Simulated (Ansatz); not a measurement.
Correlation energies of C₂H₂BF (`BC#CF`) by basis set

Cartesian coordinates in Å:
```
B -0.1901 -1.1467 0.0300
C 0.0545 0.3290 -0.0084
C 0.2520 1.5191 -0.0395
F 0.4586 2.7659 -0.0727
H 0.7138 -1.8942 0.2520
H -1.2887 -1.5730 -0.1614
```

The species carries charge 0 and has multiplicity 1. The geometry is a stationary point of PBE0-D4/def2-TZVP. Frozen core, restricted reference, Ansatz. CBS rows extrapolate triple and quadruple zeta; past MP2 they add the triple-zeta difference.

| basis | HF (Eh) | MP2 corr. | CCSD corr. | (T) | CCSD(T) total |
| --- | --- | --- | --- | --- | --- |
| def2-SVP | -200.75836 | -0.50767 | -0.53203 | -0.01789 | -201.30828 |
| def2-TZVPP | -200.99920 | -0.63744 | -0.65519 | -0.02816 | -201.68255 |
| def2-QZVPP | -201.00788 | -0.68669 | – | – | – |
| CBS(def2) | -201.00908 | -0.72317 | -0.74091 | as TZ | -201.77815 |
